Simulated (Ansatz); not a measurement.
`O[SiH2][SiH](F)S` + HCl → `O[SiH2][SiH](F)Cl` + H₂S  (ligand exchange at the Si–S bond)

Calculated with Ansatz (gas phase, PBE0-D4/def2-TZVP geometries, no zero-point term in ΔE). CCSD(T)/CBS adds triple-zeta CCSD(T) − MP2 to the extrapolated MP2 energy (def2 sets, frozen cores). This one scheme is used for every species. DFT in def2-TZVPP. B3LYP here is the variant with VWN-RPA as its local correlation; programs differ in this. One conformer a species, not always the lowest.

```tsv
level	ΔE (kcal/mol)	difference from CCSD(T)/CBS
PBE-D4	-7.7	1.4
r2SCAN-D4	-9.0	0.1
PBE0-D4	-8.3	0.8
B3LYP-D4	-9.3	-0.2
ωB97X-V	-9.5	-0.4
ωB97M-V	-9.6	-0.5
B2PLYP	-9.7	-0.6
PBE	-8.1	1.0
r2SCAN	-9.1	0.0
PBE0	-8.6	0.5
B3LYP	-10.0	-0.9
HF/def2-TZVPP	-12.0	-2.9
MP2/def2-TZVPP	-9.0	0.1
SCS-MP2/def2-TZVPP	-9.6	-0.5
CCSD/def2-TZVPP	-9.4	-0.3
CCSD(T)/def2-TZVPP	-8.9	0.2
HF/def2-QZVPP	-12.1	-3.0
MP2/def2-QZVPP	-9.2	-0.1
SCS-MP2/def2-QZVPP	-9.8	-0.7
HF/CBS(def2)	-12.2	-3.1
MP2/CBS(def2)	-9.2	-0.1
CCSD/CBS(def2)	-9.6	-0.5
CCSD(T)/CBS	-9.1	0
```

Largest T1 diagnostic among the species: 0.012.

In def2-TZVPP, CCSD(T) changes the Hartree–Fock value by +3.0 kcal/mol (the triples alone add +0.5 kcal/mol) and MP2 by +3.0 kcal/mol.
